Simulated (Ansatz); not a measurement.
Reaction (ligand exchange at a Ga–C bond): `[CH3][GaH][CH2]O` + `SS` → `[CH3][GaH][S]S` + CH₃OH

Isolated molecules relaxed with PBE0-D4/def2-TZVP in Ansatz; ΔE leaves out vibrations. CCSD(T)/CBS is the MP2 limit (def2-TZVPP, def2-QZVPP) plus CCSD(T) − MP2 in def2-TZVPP, frozen cores. This one scheme is used for every species. DFT in def2-TZVPP. For Ga outer-core shells are correlated without core-valence functions, which leaves a few kJ/mol of doubt a bond. Scalar relativity is left out up to krypton. Each species was taken in one conformer, which may not be the lowest.

```csv
level,ΔE (kJ/mol)
ωB97X-V,-128.1
HF/def2-TZVPP,-139.8
```

**Question.** What does CCSD(T)/CBS give? (Best estimate.)

**Answer.** Ansatz gave: -132.1 kJ/mol. The listed levels differ from it by 4.0, -7.7 kJ/mol.

Largest T1 diagnostic among the species: 0.013.

In def2-TZVPP, CCSD(T) changes the Hartree–Fock value by +9.1 kJ/mol (the triples alone add −1.2 kJ/mol) and MP2 by +4.5 kJ/mol. The D4 term adds −4.7 kJ/mol with B3LYP and −2.6 kJ/mol with PBE0; it sums over pairs of atoms, weighted by their polarisabilities, and B3LYP, whose exchange is more repulsive, gets the larger term. From PBE to PBE0 (25 % exact exchange), in def2-TZVPP and without D4, ΔE moves by −3.5 kJ/mol.

B3LYP here is the variant with VWN-RPA as its local correlation; programs differ in this.
